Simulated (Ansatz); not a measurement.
Scan of the Cl1–B2 bond length

BHICl (SMILES ClBI), closed shell, at its PBE0-D4/def2-TZVP minimum:

```csv
atom,x (Å),y (Å),z (Å)
Cl1,-1.6296,-0.5407,0.1229
B2,-0.0541,0.1260,-0.1176
I3,1.6546,-0.7360,0.7689
H4,0.0847,1.0904,-0.7945
```

The bond length Cl1–B2 (1.728 Å at the minimum) is set to the values below, the two halves moving rigidly along the bond. Each method's energies count from its own value at the PBE0-D4 minimum structure. Ansatz 0.2.0; basis: def2-TZVPP; cores frozen in the correlated methods. Filled d shells of the heavier atoms are correlated. Core potentials replace the inner electrons of the atoms past krypton. The def2 sets are not built for correlating such inner shells, so the correlated values are less sure here. B3LYP uses VWN-RPA correlation.

| bond length (Å) | CCSD(T) (eV) | wB97M-V (eV) | MP2 (eV) | PBE0-D4 (eV) |
| --- | --- | --- | --- | --- |
| 1.486 | 1.187 | 1.124 | 1.133 | 1.099 |
| 1.537 | 0.684 | 0.640 | 0.642 | 0.622 |
| 1.611 | 0.236 | 0.214 | 0.211 | 0.203 |
| 1.698 | 0.018 | 0.013 | 0.012 | 0.011 |
| 1.794 | 0.036 | 0.045 | 0.050 | 0.049 |
| 1.898 | 0.245 | 0.264 | 0.279 | 0.273 |
| 2.009 | 0.593 | 0.620 | 0.647 | 0.631 |
| 2.125 | 1.023 | 1.060 | 1.098 | 1.068 |
| 2.246 | 1.497 | 1.546 | 1.594 | 1.545 |

Minimum and curvature along this coordinate at CCSD(T): A fifth-order fit through the nearest points gives 1.736 Å, with a curvature of about 24 eV/Å².

Problem. Treat the two halves as rigid bodies and work out the harmonic wavenumber of this stretch from that curvature (ν̃ = 521.5 √(k/μ) cm⁻¹ with k in eV/Å² and μ in u).

Solution. The halves weigh 35.45 and 138.72 u, so μ = 35.45 × 138.72/174.17 = 28.235 u and ν̃ = 521.5 √(24/28.235) ≈ 480 cm⁻¹. A true normal mode mixes in other motions, so this is a guide only.

Largest difference from the CCSD(T) curve over the scan: PBE-D4 0.113; r2SCAN-D4 0.063; B3LYP-D4 0.083; HF 0.057 eV. Each curve counts from its own value at the minimum.

The T1 diagnostic stays at or below 0.015.

For scale, one of the runs: CCSD(T)/def2-TZVPP, 137 basis functions (an equivalent command: `ansatz run in.yaml --threads 2`). Hardware: 2 CPU threads, shared host. Wall time 22 s; peak host memory 0.84 GiB.
